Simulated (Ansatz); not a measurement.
The cluster Be3O3⁺. Charge 1, multiplicity 2. Geometry PBE0-D4/def2-SVP; atoms count from 1.

Cartesian coordinates in Å:
```
Be 0.101 0.193 0.046
Be -1.435 -2.007 0.133
Be 1.926 2.248 -0.653
O 1.029 1.219 -0.329
O -1.389 -0.437 0.035
O -0.232 -1.216 0.768
```

The structure holds 1 bond(s) between oxygen atoms. Another isomer (doublet) lies 4.15 eV lower at PBE0-D4/def2-TZVP; other spin states weren't run for this one.

**Question.** Estimate the Mulliken populations from the PBE0/def2-TZVP orbitals of Ansatz.

**Answer.** 
```csv
atom,charge (e),spin (α − β)
Be1,0.19,0.03
Be2,0.44,0.46
Be3,0.32,0.53
O4,0.09,-0.01
O5,-0.02,-0.01
O6,-0.02,-0.01
```
Mulliken values and Mayer orders depend strongly on the basis.

**Question.** Where does the spin sit?

**Answer.** Summed by element: Be 1.02, O -0.02, of 1 unpaired in all. Largest on single atoms: Be3 0.53, Be2 0.46, Be1 0.03.

**Question.** And the Mayer bond orders between bonded heavy atoms (over 0.3)?

**Answer.** Be1–O4 1.30 (1.43 Å); Be1–O5 0.66 (1.62 Å); Be1–O6 0.66 (1.62 Å); Be2–O5 0.84 (1.57 Å); Be2–O6 0.84 (1.57 Å); Be3–O4 1.59 (1.40 Å); O5–O6 0.76 (1.57 Å). Values over 0.3 also appear between atoms too far apart for a bond (Be2–Be3 0.44 at 5.48 Å); they arise where an orbital or an unpaired electron spreads over both atoms.
